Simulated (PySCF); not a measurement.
**AlBrF, SMILES `[F][Al][Br]` (charge 0, multiplicity 2)**

Method: PySCF 2.14.0 with M06-2X/def2-TZVP // PBE0-D3(BJ)/def2-TZVP.

```json
{
  "highest_occupied_spin_orbital": "-7.64 eV",
  "dipole_moment": "1.86 D",
  "total_energy": "-79364.06 eV",
  "cost": "roughly 5 core-minutes"
}
```

```xyz
3

F     -1.5621    -0.3792     0.0000
Al    -0.2612     0.6331     0.0000
Br     1.8233    -0.2540     0.0000
```
Charge 0, spin multiplicity 2.
